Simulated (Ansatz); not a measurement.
C3H4OSi can be A, `C=C1[SiH2]C1=O`, or B, `O=C=C=C[SiH3]`.

Isolated molecules relaxed with PBE0-D4/def2-TZVP in Ansatz; ΔE leaves out vibrations. CCSD(T)/CBS is the MP2 limit (def2-TZVPP, def2-QZVPP) plus CCSD(T) − MP2 in def2-TZVPP, frozen cores. Functionals use def2-TZVPP. B3LYP here is the variant with VWN-RPA as its local correlation; programs differ in this.

Task: Which isomer does CCSD(T)/CBS put lower? Give the gap. (Estimate.)

Result: Ansatz gave: B, by 47.1 kJ/mol.

Task: Give E(B) − E(A) in kJ/mol with HF/def2-TZVPP, B3LYP, CCSD/def2-TZVPP, CCSD(T)/def2-TZVPP, B2PLYP, PBE0-D4, ωB97M-V. (Best estimate.)

Result: The calculation gave: HF/def2-TZVPP -65.0, B3LYP -59.4, CCSD/def2-TZVPP -48.8, CCSD(T)/def2-TZVPP -49.9, B2PLYP -58.8, PBE0-D4 -40.2, ωB97M-V -45.6. None reverses the order clearly.

Task: Does the order hold for the free energy at 298.15 K (harmonic terms from PBE0-D4)? (Estimate.)

Result: Ansatz gave: Yes: G(B) − G(A) = -52.5 kJ/mol. Modes under 60 cm⁻¹, often nearly free rotors, make the harmonic entropy too high.

Largest T1 diagnostic: 0.018.

In def2-TZVPP, CCSD(T) changes the Hartree–Fock value by +15.1 kJ/mol (the triples alone add −1.0 kJ/mol) and MP2 by +11.1 kJ/mol. Leaving LDA and LC-ωPBE aside and taking each functional with its dispersion term where it has one, the values, not all of them listed here, spread over 20.7 kJ/mol, from BLYP-D4 to PBE0-D4. LDA lies +11.5 kJ/mol from PBE without D4.
